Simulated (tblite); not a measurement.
Compound: C4HF5.
Atom-mapped SMILES: `[F:1][C:2]1=[C:3]([C:4]([F:5])([F:6])[F:7])[C@H:8]1[F:9]` (hydrogens: H10 on C8)

Computed with GFN2-xTB (tblite), gas phase: L-BFGS steps from a force-field or distance-geometry start until the largest atomic force falls under 0.01 eV/Å.

Step 0: E = -887.5840 eV
```
atom  x, y, z in Å  |  force x, y, z in eV/Å
F1     -1.8503    1.8367   -0.4722    1.362  -1.904   0.446
C2     -1.1497    0.7085   -0.1965    0.959   0.149  -0.177
C3      0.0069    0.0272   -0.0509   -1.206   1.895  -0.821
C4      1.4861    0.0802   -0.1496    0.904   0.701   0.786
F5      1.9231    1.3405   -0.5139   -0.497  -1.566   0.146
F6      1.9927   -0.8192   -1.0531   -0.397   1.049   1.372
F7      2.0476   -0.1014    1.1279   -0.497  -0.218  -2.002
C8     -1.2483   -0.7227    0.2271   -0.746   0.270  -0.220
F9     -1.5673   -0.8656    1.5634   -0.036  -0.689  -0.849
H10    -1.6320   -1.4795   -0.5046    0.155   0.313   1.321
```

Step 1: E = -887.8685 eV
```
atom  x, y, z in Å  |  force x, y, z in eV/Å
F1     -1.8309    1.8095   -0.4659    0.811  -0.987   0.215
C2     -1.1361    0.7106   -0.1990   -0.469   0.445  -0.208
C3     -0.0103    0.0542   -0.0626    0.903   0.477  -0.411
C4      1.4991    0.0902   -0.1383   -0.372   0.369   0.475
F5      1.9160    1.3181   -0.5119   -0.110  -0.577  -0.075
F6      1.9870   -0.8042   -1.0336   -0.202   0.580   0.921
F7      2.0405   -0.1045    1.0993   -0.194  -0.301  -1.114
C8     -1.2590   -0.7189    0.2240   -0.292   0.531  -0.184
F9     -1.5678   -0.8755    1.5513   -0.090  -0.614  -0.541
H10    -1.6298   -1.4750   -0.4858    0.016   0.077   0.922
```

Question: Estimate the geometry and energy of step 2. (The exact step hangs on the optimiser's Hessian estimate; all steps are aligned on step 1, rigid shifts and turns removed.)

Answer: E = -887.9633 eV, largest force 2.319 eV/Å
```
atom  x, y, z in Å  |  force x, y, z in eV/Å
F1     -1.8037    1.7748   -0.4581   -0.604   1.201  -0.314
C2     -1.1412    0.7220   -0.2049    1.337  -1.859   0.364
C3      0.0036    0.0769   -0.0772   -0.774   0.214  -0.093
C4      1.4958    0.1031   -0.1225   -0.939  -0.018  -0.273
F5      1.9104    1.2951   -0.5128    0.309   0.691  -0.337
F6      1.9799   -0.7843   -1.0037    0.061  -0.125   0.183
F7      2.0330   -0.1128    1.0611    0.334  -0.416   0.462
C8     -1.2703   -0.7048    0.2183    0.501   0.959  -0.219
F9     -1.5701   -0.8940    1.5334   -0.112  -0.441  -0.153
H10    -1.6285   -1.4714   -0.4562   -0.112  -0.205   0.379
```

The energy changes by -0.0947 eV. The first-order estimate −F·Δx gives -0.2712 eV and the mean of the old and new forces, exact on a quadratic surface, -0.0868 eV. The step makes an angle of 14° with the force vector and moves no atom by more than 0.045 Å.

The cost below is that of the whole relaxation. Hardware: an Arm Neoverse V2 with one thread, on a shared host. Cost: 0.11 s.
